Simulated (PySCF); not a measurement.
Structure problem from calculated spectra and properties.

Elements present: C, Cl, H, P and Si. Monoisotopic mass: 141.9591 u.

| Quantity | Value |
| --- | --- |
| Dipole | 1.79 D [B3LYP/def2-SVPD] |
| NMR, other nuclei | isotropic shieldings of nuclei other than C and H, by class: 388 (1 Si), 429 (1 Si), 652 (1 P), 911 (1 Cl) ppm [GIAO PBE0/pcSseg-1] |
| UV, first state | lowest singlet excitation: 5.68 eV (218 nm, f = 0.001) [TDDFT B3LYP/def2-SVPD] |
| Triplet | lowest triplet excitation (Tamm–Dancoff): 5.29 eV [TDA B3LYP/def2-SVPD] |
| 13C NMR | chemical shifts (computed TMS as zero) by class: 30.0 (1 C) ppm [GIAO PBE0/pcSseg-1] |
| UV, strongest line | among the 8 lowest singlet transitions: S3 at 6.24 eV (199 nm, f = 0.069) [TDDFT B3LYP/def2-SVPD] |
| Polarisability | 111.4 au [B3LYP/def2-SVPD] |
| Rotational structure | rotational constants A, B, C: 4.087, 0.720, 0.660 GHz [GFN2-xTB] |
| 1H NMR | chemical shifts (computed TMS as zero) by class: 4.54 (2 H), 4.13 (3 H), 3.02 (2 H), 0.31 (1 H) ppm [GIAO PBE0/pcSseg-1] |

The electronic properties come from PySCF, for the isolated species, density fitting. Levels stand in brackets. One conformer (not necessarily the lowest) at the GFN2-xTB geometry, without solvent, vibrations or thermal averaging. Each NMR value is the plain mean over a class of atoms that symmetry, rotation or inversion makes alike.

Q: Which formula fits the mass and the elements?

A: CH8ClPSi2 (calculated 141.9591). No other formula that holds each of these elements comes within 0.0003 u with a fitting electron parity and a possible valence count.

Q: Propose a structure and show how it fits.

A: Numbering: `[SiH3:1][PH:2][SiH2:3][CH2:4][Cl:5]`. The one carbon: sp3 C–Cl carbon [C4] (30.0 ppm). Hydrogen classes from least to most shielded: 2 H on an SiH2 silicon, Si3 (4.54 ppm), 3 H on an SiH3 silicon, Si1 (4.13 ppm), 2 H on an sp3 C–Cl carbon, C4 (3.02 ppm), 1 H on a three-coordinate phosphorus, P2 (0.31 ppm). The other shieldings belong to: 388 ppm, SiH2 silicon [Si3]; 429 ppm, SiH3 silicon [Si1]; 652 ppm, three-coordinate phosphorus [P2]; 911 ppm, alkyl chlorine [Cl5]. S1 is mainly HOMO→LUMO (weight 0.94); the largest Löwdin shares of the orbital it empties are 0.61 on the three-coordinate phosphorus, 0.11 on the SiH2 silicon, 0.11 on the SiH3 silicon and 0.06 on the P–H hydrogen, of the orbital it fills 0.18 on the alkyl chlorine, 0.17 on the three-coordinate phosphorus, 0.13 on the SiH2 silicon and 0.13 on the SiH3 silicon. The optimised geometry has point group C1 and is an asymmetric top. Structure: `[SiH3]P[SiH2]CCl`. The assignments are read from this structure; whether some other isomer fits the data as well wasn't checked.

Conformer computed: `[SiH3:1][PH:2][SiH2:3][CH2:4][Cl:5]`: Si1–P2–Si3–C4 82°, P2–Si3–C4–Cl5 177°.
